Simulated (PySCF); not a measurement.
**Potential energy of KNa⁻ along the bond**

Set-up: PySCF, no relativity, basis sets K aug-pcseg-1, Na aug-pcseg-1. Energies in eV from K + Na⁻ in their ground configurations at the same level. State: ²Σ⁺ (doublet), unpaired electrons σ ↑.

| R (Å) | ROHF-CCSD | ROHF-CCSD(T) | r²SCAN | BHandHLYP |
| --- | --- | --- | --- | --- |
| 3.434 |  |  | -0.5502 | -0.4434 |
| 3.594 | -0.4864 | -0.5198 | -0.5974 | -0.4836 |
| 3.753 | -0.5157 | -0.5482 | -0.6262 | -0.5067 |
| 3.873 | -0.5276 | -0.5594 | -0.6382 | -0.5153 |
| 3.993 | -0.5325 | -0.5636 | -0.6436 | -0.5180 |
| 4.113 | -0.5316 | -0.5622 | -0.6438 | -0.5161 |
| 4.272 | -0.5237 | -0.5535 | -0.6380 | -0.5079 |
| 4.472 | -0.5056 | -0.5346 | -0.6236 | -0.4915 |
| 4.712 | -0.4765 | -0.5046 | -0.5998 | -0.4663 |
| 5.031 |  |  | -0.5630 | -0.4289 |

**Question.** Put a parabola through the three lowest points of the ROHF-CCSD curve and estimate Re, k and ωe (reduced mass 14.46 u; 1 eV/Å² = 0.16022 mdyn/Å; ωe = 1302.8·√(k/μ) cm⁻¹).

**Answer.** Through R = 3.873, 3.993, 4.113 Å the second-order coefficient is 0.201 eV/Å², so Re ≈ 4.034 Å, k ≈ 0.0645 mdyn/Å and ωe ≈ 87 cm⁻¹. A polynomial fit of higher order to the unrounded ROHF-CCSD energies gives Re = 4.033 Å, k = 0.0589 mdyn/Å, ωe = 83.2 cm⁻¹; anharmonicity and rounding make the difference.

The higher-order fit for each curve: ROHF-CCSD: Re = 4.033 Å, ωe = 83.2 cm⁻¹, De = 0.53 eV; ROHF-CCSD(T): Re = 4.020 Å, ωe = 83.9 cm⁻¹, De = 0.56 eV; r²SCAN: Re = 4.058 Å, ωe = 77.1 cm⁻¹, De = 0.64 eV; BHandHLYP: Re = 3.998 Å, ωe = 77.8 cm⁻¹, De = 0.52 eV.

Correlated steps freeze 6 core orbitals. Correlated levels converge slowly with the basis: in double zeta they bind strong bonds too weakly, by up to about 1 eV, and carry superposition errors of some tenths. For an ion De counts to the pair picked by the measured ionisation energies or electron affinities, which need not be the lowest pair at this level. The highest Kohn–Sham level is positive in this anion. Much of that is self-interaction error, but it also means that the finite basis helps to hold the extra electron. The state is the lowest determinant that a PBE0 search found; another state may lie lower at other levels.
